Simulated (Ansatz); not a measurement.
Conformers of CH7O2Si2 (`O[SiH]C[SiH2]O`) radical, each relaxed with PBE0-D4/def2-TZVP in Ansatz. CBS adds the triple-zeta coupled-cluster correction to the MP2 limit.

Not all of them had a frequency check.

Conformer A:

```xyz
12

O     1.794    0.238    0.855
Si    1.386    0.708   -0.697
C    -0.469    0.851   -0.701
Si   -1.299   -0.616    0.130
O    -0.792   -0.748    1.686
H     2.721    0.066    1.029
H     1.842   -0.343   -1.664
H    -0.799    0.918   -1.744
H    -0.780    1.769   -0.194
H    -0.979   -1.832   -0.672
H    -2.773   -0.446    0.174
H     0.149   -0.564    1.799
```

Conformer B:

Z-matrix (Å, degrees):
```
C
Si 1 1.877
Si 1 1.870 2 112.6
H 1 1.097 2 107.0 3 120.3
H 1 1.095 2 110.5 3 -123.3
O 2 1.657 1 112.1 3 44.4
H 2 1.491 1 109.9 3 -70.9
O 3 1.651 1 113.2 2 166.6
H 3 1.491 1 107.9 2 -71.1
H 3 1.481 1 110.3 2 49.4
H 6 0.958 2 117.8 1 56.0
H 8 0.958 3 117.9 1 66.9
```

Conformer C:

```xyz
12

O    -1.266   -1.005   -1.593
Si   -1.455   -1.279    0.019
C     0.067   -0.714    0.978
Si    0.773    0.891    0.372
O     1.032    0.653   -1.256
H    -0.449   -0.547   -1.834
H    -2.654   -0.529    0.510
H    -0.216   -0.614    2.031
H     0.848   -1.479    0.921
H     2.065    1.247    1.026
H    -0.179    2.014    0.586
H     1.435    1.361   -1.759
```

(1) Which is lowest in electronic energy at CCSD(T)/CBS (frozen core, def2 sets), and by how much? (Estimate.)

(2) Give the energies relative to A (kJ/mol) with PBE0-D4/def2-TZVPP, B3LYP-D4/def2-TZVPP, ωB97X-V/def2-TZVPP, HF/def2-TZVPP, MP2/def2-TZVPP, HF/def2-QZVPP, MP2/def2-QZVPP. (Best estimate.)

Answers

(1) Computed: A; B lies 14.9 kJ/mol higher, C lies 4.7 kJ/mol higher.

(2) Computed: 
```
              level     B    C
 PBE0-D4/def2-TZVPP  16.2  4.3
B3LYP-D4/def2-TZVPP  16.6  4.6
 ωB97X-V/def2-TZVPP  15.5  4.7
      HF/def2-TZVPP  11.2  4.3
     MP2/def2-TZVPP  15.5  4.7
      HF/def2-QZVPP  10.5  4.1
     MP2/def2-QZVPP  15.0  4.5
```

B3LYP here is the variant with VWN-RPA as its local correlation; programs differ in this.
